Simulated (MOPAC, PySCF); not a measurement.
[Nb(=O)(NH2)3], neutral singlet in the gas phase. 

Cartesian coordinates (Å):
```xyz
11

Nb    -0.1506     0.0633    -0.0474
O     -0.3395    -1.3439    -1.0182
N     -0.4084    -0.4318     1.8752
H     -0.6191    -1.3775     2.2147
H     -0.3546     0.2040     2.6800
N     -1.5221     1.4126    -0.6000
H     -1.6578     2.3505    -0.2045
H     -2.2145     1.2642    -1.3435
N      1.6918     0.7933    -0.3289
H      2.0982     1.6266     0.1126
H      2.3910     0.3770    -0.9550
```
Charge 0, multiplicity 1.

All levels are single points at this geometry (BP86-D3(BJ)/def2-SVP); Pople sets use spherical d functions. Orbital energies aren't observables, and empty levels follow the basis.

PM6 in MOPAC gives gap (eV) = 9.56.

Estimate the gap (eV) from each of these levels: TPSSh-D3(BJ)/def2-TZVP in PySCF; B3LYP/6-31G* (LANL2DZ on Nb) in PySCF; B3LYP/LANL2DZ in PySCF; BP86/6-31G* (LANL2DZ on Nb) in PySCF; M06-2X/6-31G* (LANL2DZ on Nb) in PySCF; SVWN5/6-31G* (LANL2DZ on Nb) in PySCF; HF/6-31G* (LANL2DZ on Nb) in PySCF; PM7 in MOPAC.


```
level                                   gap (eV)
--------------------------------------  --------
TPSSh-D3(BJ)/def2-TZVP in PySCF             5.07
B3LYP/6-31G* (LANL2DZ on Nb) in PySCF       5.52
B3LYP/LANL2DZ in PySCF                      5.54
BP86/6-31G* (LANL2DZ on Nb) in PySCF        3.86
M06-2X/6-31G* (LANL2DZ on Nb) in PySCF      8.20
SVWN5/6-31G* (LANL2DZ on Nb) in PySCF       3.90
HF/6-31G* (LANL2DZ on Nb) in PySCF         11.80
PM7 in MOPAC                               10.34
```
